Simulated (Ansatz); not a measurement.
Frontier orbitals of CH3AlZn (`[CH2]1[AlH][Zn]1`).

The species carries charge 0 and has multiplicity 1. For Zn the d shell is correlated and the shells below it are frozen. Scalar relativity is left out up to krypton. The geometry is a stationary point of PBE0-D4/def2-TZVP. Basis def2-TZVPP, Ansatz.

A caution on the coupled-cluster cation, which keeps the state that its UHF reference found: large T1 diagnostic of the cation; spin contamination of the cation.

Problem. Compute the vertical ionisation energy as the energy of the cation minus that of the neutral molecule, at each level. (Estimate.)

Solution. Computed: 
| level | IE (eV) | difference from CCSD(T)/def2-TZVPP |
| --- | --- | --- |
| PBE-D4/def2-TZVPP | 7.29 | -0.06 |
| r2SCAN-D4/def2-TZVPP | 7.21 | -0.14 |
| PBE0-D4/def2-TZVPP | 7.19 | -0.16 |
| B3LYP-D4/def2-TZVPP | 7.31 | -0.04 |
| ωB97X-V/def2-TZVPP | 7.16 | -0.20 |
| ωB97M-V/def2-TZVPP | 7.23 | -0.12 |
| B2PLYP/def2-TZVPP | 7.27 | -0.08 |
| HF/def2-TZVPP | 5.93 | -1.42 |
| MP2/def2-TZVPP | 7.63 | 0.28 |
| CCSD/def2-TZVPP | 7.20 | -0.16 |
| CCSD(T)/def2-TZVPP | 7.35 | 0.00 |
| HF/def2-QZVPP | 5.93 | -1.43 |
| MP2/def2-QZVPP | 7.73 | 0.38 |

B3LYP here is the variant with VWN-RPA as its local correlation; programs differ in this.
